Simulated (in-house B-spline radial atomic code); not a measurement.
# BSE on G0W0@HF excitations of S V (S4+)

Method: BSE on G0W0@HF. Computed with an all-electron radial atomic-structure program (B-spline basis): linear response of the closed shell [Ne] 3s2 with a statically screened interaction on G0W0 levels; scalar-relativistic (spin-free one-electron X2C), finite nucleus, no spin-orbit coupling, no double excitations, S, P, D and F terms only.

Command:
```bash
python run_td.py task.json out
```
Settings (radii: box in bohr, nucleus in fm):
```
Z                        16
electrons                12
configuration            [Ne] 3s2
hamiltonian              x2c
method                   bse
box_radius               19.1
rms_radius               3.2611
intervals                72
```

Run time, properties included: 0.6 s on 1 thread of Intel(R) Xeon(R) Platinum 8488C (Sapphire Rapids), on a shared host.

The lowest states, in the order of their Tamm-Dancoff energies; the method's threshold (minus the highest G0W0 level) is 72.73 eV. Labels give the largest channel, * marks a mixed state, and oscillator strengths are full-response dipole values. Energies in eV:

| state | full response | Tamm-Dancoff | oscillator strength |
| --- | --- | --- | --- |
| 3s → 3p 3P | 9.685 | 9.945 | - |
| 3s → 3p 1P | 16.074 | 16.869 | 1.35 |
| 3s → 3d 3D | ? | ? | - |
| 3s → 3d 1D | 32.78 | 32.83 | - |
| 3s → 4s 3S | 39.19 | 39.20 | - |
| 3s → 4s 1S | 40.61 | 40.64 | - |
| 3s → 4p 3P | 43.84 | 43.85 | - |
| 3s → 4p 1P | ? | ? | ? |
| 3s → 4d 3D | 49.67 | 49.67 | - |
| 3s → 4d 1D | 50.11 | 50.11 | - |
| 3s → 4f 3F | 51.22 | 51.22 | - |
| 3s → 4f 1F | 51.52 | 51.52 | - |
| 3s → 5s 3S | 53.47 | 53.47 | - |
| 3s → 5s 1S | 53.93 | 53.94 | - |
| 3s → 5p 3P | 55.52 | 55.52 | - |
| 3s → 5p 1P | 55.75 | 55.76 | 0.0443 |

Where does 3s → 3d 3D lie?

At 30.00 eV in full response, 30.04 eV in Tamm-Dancoff.

Where does 3s → 4p 1P lie?

At 44.48 eV in full response, 44.53 eV in Tamm-Dancoff, oscillator strength 0.0952.

How large is the singlet-triplet splitting of 3s → 3p (P terms) in Tamm-Dancoff?

6.92 eV, from the unrounded values.

What polarisabilities and dispersion coefficient does the method give?

Dipole 4.03 bohr³, quadrupole 5.679 bohr⁵, C6 7.625 hartree·bohr⁶ for two such species.
